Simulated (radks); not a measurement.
Spherical quantum dot in the effective-mass picture: electrons in a hard-walled sphere of radius 3.63, with a point charge +2 (a donor) at the centre, all in effective atomic units (hartree* = m*/eps^2 hartree, bohr* = eps/m* bohr), one dielectric constant everywhere. Calculated with a radial shooting solver with Libxc functionals: non-relativistic Kohn-Sham, exchange-only LDA, spin-polarised, spherical densities. Levels are named by radial order and angular momentum (1s, 1p, 1d, 2s, ...), and open shells are averaged over m.

N = 28, configuration 1s2 1p6 1d10 2s2 1f(up 7, down 1). This is the lowest configuration that the search found. Occupied and some empty levels:

level    occupation  eigenvalue (hartree*)  <r> (bohr*)
1s up             1                 9.3835        2.182
1s down           1                 9.4468        2.084
1p up             3                 9.6349        2.548
1p down           3                 9.7180        2.536
1d up             5                 9.9757        2.637
2s up             1                 9.9983        1.287
2s down           1                 10.024        1.368
1d down           5                 10.063        2.631
1f up             7                 10.439        2.704
1f down           1                 10.528        2.701
1g up             0                 11.016        2.760
1g down           0                 11.107        2.759
2p up             0                 11.326        1.802
2p down           0                 11.363        1.797
2d up             0                 12.191        2.041
2d down           0                 12.239        2.036

Energy (hartree*): total 143.329, kinetic 41.590, external -27.603, Hartree 141.39, exchange-correlation -12.051.

Electron density:

r (bohr*)  n(r) (e/bohr*^3)
0.103                 2.582
0.374                0.9219
0.645                0.3562
0.916                0.1537
1.19                0.08541
1.46                0.07658
1.73                 0.1023
2.00                 0.1515
2.27                 0.2101
2.54                 0.2508
2.81                 0.2374
3.08                 0.1546
3.35                0.04777
3.63             0.00005404
